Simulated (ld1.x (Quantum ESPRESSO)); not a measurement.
ruthenium (Ru): excitation energies, all-electron against TM

ld1.x (Quantum ESPRESSO) 7.5 input, shortened:

```
&input
   title='Ru', zed=44., rel=2, dft='PZ', iswitch=3,
   config='[Kr] 4d8 5s0 5p0', rel_dist='average'
 /
 &inputp
   pseudotype=2, tm=.true., lloc=1,
   nlcc=.false.
 /
3
5S  1  0   0.00   0.00  3.05  3.05  0.0
4D  3  2   8.00   0.00  2.00  2.00  0.0
5P  2  1   0.00   0.00  3.40  3.40  0.0
 &test
   configts(1)='4d8 5s0 5p0'
 /
```

Open shells are filled in proportion to 2j + 1 (rel_dist='average').

Energies are relative to the spin-unpolarised reference configuration 4d8 5s0 5p0; without spin polarisation the order of configurations can differ from experiment. The p channel is local and has no spin–orbit splitting in the pseudo-atom.

| valence configuration | charge | ΔE all-electron (eV) | error AE − PS (meV) |
| --- | --- | --- | --- |
| 4d7 5s1 5p0 | 0 | 0.269 | -71 |
| 4d7 5s0 5p0 | +1 | 7.883 | -75 |
| 4d6 5s0 5p0 | +2 | 26.320 | -427 |
| 4d7 5s0 5p1 | 0 | 3.850 | -93 |
| 4d6 5s1 5p0 | +1 | 10.592 | -299 |

Question: What are ΔE and the potential's error for 4d7.5 5s0.5 5p0?

Answer: ΔE = -0.013 eV all-electron; the error (AE − PS) is -17 meV.

Question: What are ΔE and the potential's error for 4d5 5s0 5p0?

Answer: ΔE = 57.166 eV all-electron; the error (AE − PS) is -1135 meV.
